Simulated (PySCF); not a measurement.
Nitrogen: a sound run and one with changed settings

Sound run: N⁺ [He] 2s2 2p2, N²⁺ [He] 2s2 2p1. All numbers are calculated (PySCF 2.14, the spin-free X2C one-electron Hamiltonian (Gaussian nucleus), in cc-pVTZ-DK). The sound run starts from symmetry-adapted Hartree-Fock orbitals and uses a fine grid where one is needed.

Changed run: 6 angular points. This setting is unsound on purpose.

```csv
species,method,sound run (hartree),changed run (hartree),converged
N⁺,UHF,-53.91964,-53.91964,yes
N⁺,M06-L,-54.08602,-54.83262,yes
N⁺,TPSS,-54.10227,-54.86435,yes
N²⁺,UHF,-52.84711,-52.84711,yes
N²⁺,M06-L,-52.99115,-53.33950,yes
N²⁺,TPSS,-53.00619,-53.40693,yes
```

Ionisation energy of N⁺:

```
method  sound run (eV)  changed run (eV)
   UHF          29.185            29.185
 M06-L          29.793            40.630
  TPSS          29.826            39.658
```

A coarse angular grid integrates products of high-l functions wrongly, so density functionals can shift, and the SCF can exploit the error; Hartree-Fock and MP2 need no grid.

For comparison, NIST gives 29.601 eV between the lowest levels.
